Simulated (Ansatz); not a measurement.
C3H4OSi, SMILES `C=C=C1O[SiH2]1`, 9 atoms. Total charge 0; spin multiplicity 1. All runs use 2 threads of an Arm Neoverse V2 on a shared host. Correlated methods freeze the cores.

Problem. Give the basis size and wall time and peak host memory of each of these runs in Ansatz. RKS PBE-QIDH (frozen core)/def2-TZVPP energy; RKS ωB97X-V/def2-TZVPP energy; RKS PBE0-D4/def2-TZVPP energy; RKS PBE0-D4/def2-QZVPP energy; RKS PBE0-D4/def2-TZVP relaxation (12 steps); RKS PBE0-D4/def2-TZVP frequencies; RHF-CCSD(T)/def2-SVP energy; RKS ωB97M-V/def2-SVP energy; direct RPA on PBE orbitals/def2-TZVPP energy; RKS PBE0-D4/def2-SVP energy; RKS ωB97M-V/def2-QZVPP energy; RHF-MP2/def2-QZVPP energy. (An estimate is asked.)

Solution. Ansatz gave: Other jobs shared the machine, so times are rough.

```csv
level,job,functions,wall time,peak host memory (GiB)
RKS PBE0-D4/def2-SVP,energy,94,1 s,0.46
RKS PBE0-D4/def2-TZVPP,energy,222,3 s,0.44
RHF-CCSD(T)/def2-SVP,energy,94,3.8 s,0.46
RKS ωB97M-V/def2-SVP,energy,94,4.4 s,0.46
RKS PBE-QIDH (frozen core)/def2-TZVPP,energy,222,6 s,0.49
direct RPA on PBE orbitals/def2-TZVPP,energy,222,6 s,0.5
RKS PBE0-D4/def2-QZVPP,energy,418,8 s,1.1
RKS ωB97X-V/def2-TZVPP,energy,222,8.5 s,0.55
RKS ωB97M-V/def2-QZVPP,energy,418,20 s,1.3
RHF-MP2/def2-QZVPP,energy,418,24 s,2
RKS PBE0-D4/def2-TZVP,relaxation (12 steps),185,45 s,0.42
RKS PBE0-D4/def2-TZVP,frequencies,185,2.3 min,0.46
```
